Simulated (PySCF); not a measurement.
**Where the electron goes**

Species: HSiCl2SBu, C4H10Cl2SSi.
Numbering: `[CH3:1][CH2:2][CH2:3][CH2:4][S:5][SiH:6]([Cl:7])[Cl:8]` (hydrogens: H9, H10, H11 on C1; H12, H13 on C2; H14, H15 on C3; H16, H17 on C4; H18 on Si6)

Cartesian coordinates in Å at the PBE0-D3(BJ)/def2-SVP level; atoms count from 1:
```
atom  x, y, z in Å
C1    -1.6672    1.0121    0.0685
C2    -0.5933    0.2402    0.8168
C3     0.3149   -0.5571   -0.1067
C4     1.4331   -1.3180    0.5854
S5     2.5743   -0.3067    1.6142
Si6    3.2573    1.0915    0.1853
Cl7    4.8751    2.0153    1.0443
Cl8    3.8082    0.1331   -1.5605
H9    -2.3102    0.3407   -0.5229
H10   -1.2208    1.7386   -0.6297
H11   -2.3161    1.5718    0.7583
H12   -1.0592   -0.4470    1.5449
H13    0.0218    0.9336    1.4145
H14    0.7429    0.1075   -0.8794
H15   -0.2832   -1.2974   -0.6678
H16    1.0280   -2.0490    1.3023
H17    2.0464   -1.8692   -0.1419
H18    2.2851    2.1411   -0.2018
```

Method used: TDDFT wB97X-D/def2-SVPD, vertical, gas phase, core orbitals frozen in the response in PySCF 2.14.0, density-fitted response routines.

Kohn–Sham orbitals with the atoms that hold most of them (Löwdin shares over 4%, at most four atoms; ? is withheld):

| orbital | ε (eV) | atoms |
| --- | --- | --- |
| HOMO-3 | -11.26 | Cl8 45%, Cl7 34%, C2 5% |
| HOMO-2 | -11.15 | Cl7 28%, S5 17%, C3 13%, C2 8% |
| HOMO-1 | -10.61 | S5 38%, Cl8 17%, Si6 12%, Cl7 9% |
| HOMO | -9.27 | ? |
| LUMO | ? | ? |
| LUMO+1 | 1.55 | Cl7 29%, Cl8 22%, Si6 21%, S5 11% |
| LUMO+2 | 1.90 | Si6 24%, Cl8 14%, H18 14%, S5 12% |

Q: Give the leading atoms of the HOMO.

A: S5 (bonded to C and Si) 68%; C4 (bonded to C, S and 2 H) 9%; Si6 (bonded to 2 Cl, S and H) 8%.

Q: Which atoms hold the LUMO, and with what shares?

A: S5 (bonded to C and Si) 31%; Si6 (bonded to 2 Cl, S and H) 20%; Cl8 (bonded to Si) 15%; C4 (bonded to C, S and 2 H) 9%.

Q: What is the LUMO energy, and the HOMO–LUMO gap?

A: ε(LUMO) = 1.24 eV; the gap is 10.52 eV (0.3866 hartree).

Q: The HOMO–LUMO gap is 10.52 eV. Where does the response calculation put the lowest singlet, and from which orbitals?

A: S1 is at 5.62 eV (f = 0.0035), 4.90 eV below the gap, made of HOMO→LUMO (90%). Without the coupling terms of the response equations the lowest excitation would equal the gap.

Next come S2 at 6.56 eV (f 0.013), HOMO→LUMO+1 (67%), HOMO→LUMO+2 (12%); S3 at 6.90 eV (f 0.025), HOMO→LUMO+3 (29%), HOMO→LUMO+2 (28%), HOMO→LUMO+1 (16%); S4 at 7.26 eV (f 0.017), HOMO→LUMO+3 (42%), HOMO-1→LUMO (14%), HOMO→LUMO+2 (11%); S5 at 7.42 eV (f 0.052), HOMO-1→LUMO (57%), HOMO→LUMO+2 (8%).

One conformer stands for the species.
